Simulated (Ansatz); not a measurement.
One change: `BN(C=C)[SiH2]C` becomes `BN(C=C)[SiH2]Cl`.

Ansatz, PBE0-D4/def2-TZVP geometries, multiplicity 1. Each molecule was computed in one conformer, which needn't be the lowest.

| property | `BN(C=C)[SiH2]C` |
| --- | --- |
| size of the dipole moment (ωB97M-V/def2-TZVPP) / D | 1.33 |
| ideal-gas entropy at 298 K and 1 bar (rigid rotor, harmonic PBE0-D4/def2-TZVP) / J/(mol·K) | 370 |
| zero-point energy (PBE0-D4/def2-TZVP) / kJ/mol | 330.5 |
| LUMO energy (ωB97M-V/def2-TZVPP) / eV | 1.22 |
| HOMO–LUMO gap (B3LYP/def2-TZVPP) / eV | 5.90 |
| size of the dipole moment (PBE/def2-TZVPP) / D | 1.54 |

Question: Give the same properties after the change, and the shifts. (Estimate.)

Answer: Ansatz gave: 
```tsv
property	`BN(C=C)[SiH2]Cl`	shift
size of the dipole moment (ωB97M-V/def2-TZVPP) / D	1.11	-0.22
ideal-gas entropy at 298 K and 1 bar (rigid rotor, harmonic PBE0-D4/def2-TZVP) / J/(mol·K)	364	-6
zero-point energy (PBE0-D4/def2-TZVP) / kJ/mol	239.2	-91.3
LUMO energy (ωB97M-V/def2-TZVPP) / eV	1.02	-0.20
HOMO–LUMO gap (B3LYP/def2-TZVPP) / eV	5.97	0.07
size of the dipole moment (PBE/def2-TZVPP) / D	1.09	-0.45
```

With PBE0 the HOMO falls by 0.31 eV and the LUMO falls by 0.24 eV, so the gap widens by about 0.07 eV. PBE moves the HOMO by -0.30 eV and ωB97M-V by -0.31 eV. The zero-point energy changes by -91.3 kJ/mol with -9 modes. Dipoles are sizes alone; their direction can turn.

Positive LUMOs are unbound, so they and the gaps depend on the basis.

B3LYP here is the variant with VWN-RPA as its local correlation; programs differ in this.
